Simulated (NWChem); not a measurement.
System: SiNH$_{4}$OF; SMILES N[Si@H](O)F

Results from NWChem. Structure relaxed at the PBE0/def2-SVP level. One conformer.

Isotropic polarisabilities at PBE0/def2-SVPD: 37.79 bohr³ (static) and 38.06 bohr³ at ω = 0.0428 Ha (1065 nm).

Task: Fit one effective oscillator, α(ω) = α(0)/(1 − ω²/ω₀²), predict α at ω = 0.1139 Ha (400 nm) and compare with a run.

Result: 
1. 1 − α(0)/α(ω) = 0.0071 = (ω/ω₀)², so ω₀ = 0.508 Ha = 13.8 eV.
2. At the second frequency, (ω/ω₀)² = 0.050 and α = 39.8 bohr³.
3. The run gives 39.8 bohr³, a difference of 0.1 %.
